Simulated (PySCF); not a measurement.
**Mayer bond orders and bond lengths**

C7H9P.
Atom-mapped SMILES: `[CH3:1][c:2]1[cH:3][cH:4][cH:5][cH:6][c:7]1[PH2:8]` (hydrogens: H9, H10, H11 on C1; H12 on C3; H13 on C4; H14 on C5; H15 on C6; H16, H17 on P8)

Cartesian coordinates in Å at the GFN2-xTB level; atoms count from 1:
```
atom  x, y, z in Å
C1    -1.5651   -1.4212   -0.3722
C2    -0.2936   -0.6600   -0.1664
C3     0.9217   -1.3151   -0.0354
C4     2.0972   -0.6079    0.1485
C5     2.0687    0.7743    0.2069
C6     0.8636    1.4416    0.0914
C7    -0.3209    0.7357   -0.0834
P8    -1.9067    1.6166   -0.3175
H9    -2.1414   -1.4514    0.5546
H10   -1.3655   -2.4430   -0.6863
H11   -2.1795   -0.9273   -1.1280
H12    0.9478   -2.3946   -0.0858
H13    3.0351   -1.1357    0.2391
H14    2.9832    1.3330    0.3403
H15    0.8394    2.5223    0.1337
H16   -2.5016    1.1491    0.8554
H17   -1.4895    2.7957    0.2951
```

Bond orders from the PBE0/pcSseg-1 density (PySCF). Isolated species at its GFN2-xTB geometry (one conformer only).

**Question.** Where do the orders between heavy atoms depart from those drawn in the SMILES?

**Answer.** The largest departure is 0.132, at C7–C2 (drawn aromatic, 1.368), counting aromatic bonds as 1.5. The bonds drawn aromatic range from 1.37 to 1.45.

**Question.** Set the Mayer orders of the bonds beside their lengths.

**Answer.** 
| bond | drawn as | length (Å) | Mayer order |
| --- | --- | --- | --- |
| C1–C2 | single | 1.496 | 1.089 |
| C2–C3 | aromatic | 1.387 | 1.442 |
| C3–C4 | aromatic | 1.384 | 1.438 |
| C4–C5 | aromatic | 1.384 | 1.428 |
| C5–C6 | aromatic | 1.382 | 1.450 |
| C6–C7 | aromatic | 1.390 | 1.427 |
| C7–P8 | single | 1.829 | 0.985 |
| C7–C2 | aromatic | 1.398 | 1.368 |
| C1–H9 | single | 1.092 | 0.942 |
| C1–H10 | single | 1.087 | 0.950 |
| C1–H11 | single | 1.092 | 0.933 |
| C3–H12 | single | 1.081 | 0.964 |
| C4–H13 | single | 1.080 | 0.963 |
| C5–H14 | single | 1.080 | 0.966 |
| C6–H15 | single | 1.082 | 0.962 |
| P8–H16 | single | 1.396 | 0.940 |
| P8–H17 | single | 1.393 | 0.943 |

Bonds between the same two heavy elements. C–C: lowest C1–C2 (1.089, 1.496 Å), highest C5–C6 (1.450, 1.382 Å).

**Question.** Sum the orders of all bonds at each heavy atom with more than one neighbour and set the sums beside the valence in the SMILES.

**Answer.** C1 3.914 (drawn 4), C2 3.899 (drawn 4), C3 3.844 (drawn 4), C4 3.829 (drawn 4), C5 3.844 (drawn 4), C6 3.839 (drawn 4), C7 3.780 (drawn 4), P8 2.868 (drawn 3). Orders between atoms that aren't bonded are not in these sums.

Mayer orders depend on the basis set.

The run behind these numbers computed NMR shieldings as well. The run took about 70 s of CPU time (one thread, shared machine).
